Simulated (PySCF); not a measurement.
CuH, SMILES [CuH] (connectivity only; charge and spin as stated), neutral, multiplicity 1.

Geometry optimised at PBE0-D3(BJ)/def2-TZVPD. The spin state was assumed, not searched.

Level of theory: HF/def2-TZVPD run with PySCF.

Computed frontier levels, gap, dipole moment and polarisability:
| Item | Result |
|---|---|
| highest occupied level | -9.12 eV |
| lowest empty level | 0.31 eV |
| orbital gap | 9.44 eV |
| dipole moment | 4.17 D |
| quadrupole, principal values (traceless, Buckingham form, about the centre of nuclear charge) | -2.54, 1.27, 1.27 D·Å |
| mean static polarisability | 27.6 bohr³ (4.08 Å³) |
| polarisability, principal values | 26.8, 26.8, 29.1 bohr³ |
